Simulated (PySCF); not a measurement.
Mapped SMILES: `[SiH3:1][C@:2]12[CH2:3][C@H:4]1[CH2:5]2` (H(Xn): hydrogen on atom n). Ha(C5) is cis to C3 on the ring; Ha(C3) is cis to C5 on the ring; Hb(C5) is trans to C3 on the ring; Hb(C3) is trans to C5 on the ring.

Geometry: PBE0-D3(BJ)/def2-SVP; GIAO absolute shieldings from PySCF, gas phase, non-relativistic, averaged over equivalent atoms.

At HF/pcSseg-2 (299 basis functions, 34 s wall time on 1 thread of an Arm Neoverse V1, shared host):
```csv
atoms,σ (ppm)
Si1,437.0
C3/C5,161.4
C4,190.3
C2,211.1
H(Si1),27.72
H(C4),30.02
Hb(C3)/Hb(C5),30.55
Ha(C3)/Ha(C5),31.30
```

Question: Estimate the result of repeating the calculation with WP04/pcSseg-2.

Answer: 
```json
{"atoms": "Si1", "σ at WP04/pcSseg-2": "385.9", "change": "-51.1"}
{"atoms": "C3/C5", "σ at WP04/pcSseg-2": "136.6", "change": "-24.8"}
{"atoms": "C4", "σ at WP04/pcSseg-2": "163.6", "change": "-26.7"}
{"atoms": "C2", "σ at WP04/pcSseg-2": "181.4", "change": "-29.7"}
{"atoms": "H(Si1)", "σ at WP04/pcSseg-2": "27.98", "change": "+0.26"}
{"atoms": "H(C4)", "σ at WP04/pcSseg-2": "29.98", "change": "-0.04"}
{"atoms": "Hb(C3)/Hb(C5)", "σ at WP04/pcSseg-2": "30.33", "change": "-0.22"}
{"atoms": "Ha(C3)/Ha(C5)", "σ at WP04/pcSseg-2": "31.14", "change": "-0.16"}
```

The largest change is at Si1 (silicon bonded to C, 3 H). Cost: 299 basis functions, 39 s wall time on 1 thread of an Arm Neoverse V1, shared host. The order of the carbon signals is the same at both levels.
